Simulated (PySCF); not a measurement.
Precursor series Mo OH-NH2. Isolated molecules, 0 K electronic values unless said otherwise. One relaxed conformer stands for each flexible species; it need not be the lowest.

Computed with B3LYP-D3(BJ)/def2-TZVP // TPSS-D3(BJ)/def2-SVP (PySCF 2.14.0). B3LYP has the VWN-RPA correlation part, as in Gaussian. 

```tsv
species	mean distance from the central atom to its bonded neighbours (Å)	LUMO (eV)	HOMO–LUMO gap (eV)	coordination number
0 of 6 OH replaced by NH2 ([Mo(OH)6])	1.924	-3.88	4.68	[?]
1 of 6 OH replaced by NH2 ([Mo(OH)5(NH2)])	1.939	-3.48	4.11	6
2 of 6 OH replaced by NH2	[?]	-3.15	4.13	[?]
3 of 6 OH replaced by NH2	1.967	-2.83	4.22	[?]
4 of 6 OH replaced by NH2 ([Mo(OH)2(NH2)4])	1.977	-2.53	3.83	[?]
5 of 6 OH replaced by NH2 ([Mo(OH)(NH2)5])	1.990	-2.33	3.80	6
6 of 6 OH replaced by NH2 ([Mo(NH2)6])	[?]	-1.92	[?]	6
```

Problem. Fill in the missing entries.

Solution. 
- 0 of 6 OH replaced by NH2 ([Mo(OH)6]), coordination number: 6
- 2 of 6 OH replaced by NH2, mean distance from the central atom to its bonded neighbours (Å): 1.954
- 2 of 6 OH replaced by NH2, coordination number: 6
- 3 of 6 OH replaced by NH2, coordination number: 6
- 4 of 6 OH replaced by NH2 ([Mo(OH)2(NH2)4]), coordination number: 6
- 6 of 6 OH replaced by NH2 ([Mo(NH2)6]), mean distance from the central atom to its bonded neighbours (Å): 2.005
- 6 of 6 OH replaced by NH2 ([Mo(NH2)6]), HOMO–LUMO gap (eV): 4.18
